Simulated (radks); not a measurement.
The iron ion Fe+, 25 electrons, occupied as [Ar] 3d5 4s1 4p1 (not the ground configuration). All-electron calculation, Dirac Kohn-Sham, PBEsol, spin-unpolarised, spherical densities, point nucleus; open shells are shared between the two j in proportion to 2j + 1. Program: a radial shooting solver on a logarithmic mesh with Libxc functionals.

Normalised radial functions P(r) = r R(r) (large component), r in bohr:

```
   r/bohr * 3d3/2, o 4p3/2 (the largest magnitude, 0.972, reaches the edge; | marks zero, & curves that meet)
 0.008639                             &
 0.009897                             &
  0.01134                             &
  0.01299                             &
  0.01488                             &
  0.01719                             &
  0.01969                             &
  0.02256                             *o
  0.02585                             *o
  0.02961                             *o
  0.03393                             *o
  0.03887                             *o
  0.04453                             * o
  0.05102                             * o
  0.05845                             |*o
  0.06697                             |* o
  0.07673                             |* o
   0.0879                             | * o
   0.1007                             | * o
   0.1154                             |  *o
   0.1322                             |   &
   0.1514                             |   o*
   0.1735                             |   o  *
   0.1988                             |  o    *
   0.2278                             |  o      *
   0.2609                             |o           *
   0.2989                             o              *
   0.3425                           o |                 *
   0.3924                         o   |                    *
   0.4496                       o     |                      *
    0.515                      o      |                        *
   0.5901                      o      |                         *
    0.676                      o      |                          *
   0.7745                       o     |                          *
   0.8874                         o   |                         *
    1.017                            o|                       *
    1.165                             | o                  *
    1.345                             |     o           *
    1.541                             |        o     *
    1.766                             |           *o
    2.023                             |        *     o
    2.318                             |      *         o
    2.655                             |    *           o
    3.042                             |  *             o
    3.485                             | *            o
    3.993                             |*          o
    4.574                             |*        o
    5.241                             *      o
    6.004                             *    o
    6.879                             *  o
    7.881                             *o
    9.029                             *o
    10.34                             &
```

3d3/2: eigenvalue -23.041 eV, 0 radial nodes, <r> = 1.02 bohr, 90 % of the charge inside 1.74 bohr. 4p3/2: eigenvalue -9.154 eV, 2 radial nodes at r = 0.291, 1.07 bohr, <r> = 3.12 bohr, 90 % of the charge inside 4.68 bohr.
